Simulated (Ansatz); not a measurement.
C3H7FSi can be A, `C/C=C(\F)[SiH3]`, or B, `C=C([SiH3])CF`.

Program: Ansatz. Geometries: PBE0-D4/def2-TZVP. ΔE: electronic, gas phase. CCSD(T)/CBS adds triple-zeta CCSD(T) − MP2 to the extrapolated MP2 energy (def2 sets, frozen cores). Functionals use def2-TZVPP. B3LYP here is the variant with VWN-RPA as its local correlation; programs differ in this. Each species was taken in one conformer, which may not be the lowest.

Question: Which isomer does CCSD(T)/CBS put lower? Give the gap. (Best estimate.)

Answer: Computed: A, by 10.0 kJ/mol.

Question: Give E(B) − E(A) in kJ/mol with PBE0-D4, ωB97M-V, r2SCAN-D4, B2PLYP, B3LYP-D4, PBE-D4, CCSD(T)/def2-TZVPP. (Best estimate.)

Answer: Ansatz gave: PBE0-D4 15.1, ωB97M-V 13.1, r2SCAN-D4 17.2, B2PLYP 13.7, B3LYP-D4 14.3, PBE-D4 18.5, CCSD(T)/def2-TZVPP 9.5. None reverses the order clearly.

Largest T1 diagnostic: 0.012.

From PBE to PBE0 (25 % exact exchange), in def2-TZVPP and without D4, E(B) − E(A) moves by −3.7 kJ/mol.
